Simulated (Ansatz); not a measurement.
Ideal-gas functions of `[CH3][Zr]([F])([F])[F]` at 298.15 K and 1 bar, from an Ansatz frequency run at PBE0-D4/def2-TZVP.

Molar mass 163.25 g/mol, point group C3v (symmetry number 3), electronic degeneracy 1, moments of inertia 191.209, 191.212, 192.052 u Å². Harmonic wavenumbers (cm⁻¹, unscaled): 70, 142, 142, 160, 164, 164, 515, 515, 526, 662, 684, 684, 1183, 1413, 1413, 3019, 3109, 3109.

Use S(trans) = R[1.5 ln M + 2.5 ln T − 1.1517]; rotational temperatures θ = 24.2544 K / I; S(rot) = R[ln(√π/σ · √(T³/θAθBθC)) + 1.5]; for each mode x = 1.438777 ν̃/T, S = R[x/(eˣ − 1) − ln(1 − e⁻ˣ)] and H = RT x/(eˣ − 1); 1 cm⁻¹ = 0.0119627 kJ/mol; R = 8.31446 J/(mol·K).

By hand: the entropy, in J/(mol·K).

Translation 172.4. Rotation: θ = 0.1268, 0.1268, 0.1263 K, giving 104.9. Vibration, mode by mode: 17.38, 11.62, 11.62, 10.67, 10.47, 10.47, 2.60, 2.60, 2.49, 1.48, 1.36, 1.36, 0.19, 0.07, 0.07, 0.00, 0.00, 0.00, in all 84.5. Electronic 0.0. Sum 361.8 J/(mol·K).

By hand: H − E and G − E in kJ/mol, counted from the electronic energy.

Zero-point energy ½ × 17674 × 0.0119627 = 105.7; thermal vibration 13.1; translation, rotation and pV give 4 RT = 9.9. H − E = 128.7 kJ/mol, and G − E = 128.7 − 298.15 × 361.8/1000 = 20.8 kJ/mol.

Vibration gives 23 % of the entropy, 40.6 J/(mol·K) of it from the modes under 150 cm⁻¹: soft modes count most, and the harmonic formula is weakest for them.
